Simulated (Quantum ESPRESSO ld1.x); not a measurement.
Values are calculated unless marked as measured or tabulated.
All-electron atom: Sb9+ in [Kr] 4d5 5s1 (not the ground configuration).

Code: ld1.x of Quantum ESPRESSO 7.5. Model: Dirac Kohn-Sham, BLYP, spin-unpolarised, spherical densities, point nucleus; open shells are shared between the two j in proportion to 2j + 1.

Energy parts (eV):
total: -175711
kinetic: 185490
electron-nucleus: -419651
Hartree: 62945
exchange-correlation: -4495

Orbitals (lengths in bohr, moments of r in powers of bohr; r(max) is where P^2 peaks):
orbital  occ.  eigenvalue (eV)   r(max)      <r>   <1/r>      <r^4>
1s1/2       2         -30462.9  0.01834  0.02842   54.33  3.124e-06
2s1/2       2         -4781.93   0.1038   0.1222   12.63  0.0005381
2p1/2       2         -4485.31  0.07982   0.1032   12.61  0.0003457
2p3/2       4         -4233.35  0.08443   0.1087   11.70  0.0004091
3s1/2       2         -1072.84   0.2998   0.3298   4.484    0.02360
3p1/2       2         -951.743   0.2861   0.3202   4.395    0.02271
3p3/2       4         -905.047   0.2965   0.3315   4.172    0.02587
3d3/2       4         -691.561   0.2419   0.3022   4.024    0.02154
3d5/2       6         -681.824   0.2449   0.3058   3.967    0.02244
4s1/2       2         -306.139   0.7118   0.7639   1.840     0.6235
4p1/2       2         -263.657   0.7299   0.7925   1.744     0.7489
4p3/2       4         -253.973   0.7519   0.8159   1.677     0.8386
4d3/2       2         -184.472   0.7944   0.8911   1.481      1.304
4d5/2       3         -182.813   0.8015   0.8987   1.466      1.346
5s1/2       1         -126.669    1.525    1.584  0.8564      10.71
5p1/2       0         -112.175    1.622    1.689  0.8000      13.99
5p3/2       0         -109.677    1.662    1.726  0.7786      15.23
6s1/2       0         -70.3988    2.792    2.728  0.5012      90.82

The highest occupied level is 5s1/2 at -126.67 eV. The density falls to 0.001 e/bohr^3 at r = 2.65 bohr. Summed over all electrons, <r^2> = 15.38 bohr^2, which gives a Langevin (diamagnetic) susceptibility term of -12.2 x 10^-6 cm^3/mol.
